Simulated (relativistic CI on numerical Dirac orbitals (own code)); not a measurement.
**Ho²⁺: 5p photoemission**

Computed with this model: Dirac-Coulomb-Breit CI, KLI orbitals optimised for each configuration, model QED (radiative potential, 1s self-energy scaled to tabulated hydrogen-like ionisation energies), valence Slater integrals scaled by 0.9, multiplet model of photoemission in the sudden approximation; configurations [Xe] 4f11 → [Kr] 4d10 4f11 5s2 5p5; 300 K; Lorentzian 0.42 eV and Gaussian 0.5 eV FWHM. Energies are those of the free ion, without screening or charge transfer. The energies are binding energies and can lie tens of eV above those of solids. S is read from ⟨S²⟩ = S(S + 1).

free ion: ground-state S = 1.48, centroid 44.84 eV. Peaks (eV, height): 42.3 (100), 43.2 (92), 45.6 (16), 48.9 (68).

Strongest unbroadened transitions for free ion:

| Energy (eV) | Relative strength |
| --- | --- |
| 42.13 | 100.0 |
| 42.51 | 66.7 |
| 43.00 | 30.8 |
| 43.21 | 34.2 |
| 43.29 | 23.2 |
| 43.37 | 41.2 |
| 43.49 | 2.5 |
| 43.75 | 11.6 |
| 44.34 | 8.3 |
| 45.47 | 7.4 |
| 45.55 | 5.1 |
| 45.68 | 7.4 |
| 46.34 | 2.1 |
| 48.39 | 24.6 |
| 48.47 | 45.9 |
| 48.52 | 3.4 |
| 49.03 | 78.3 |
| 49.18 | 2.1 |
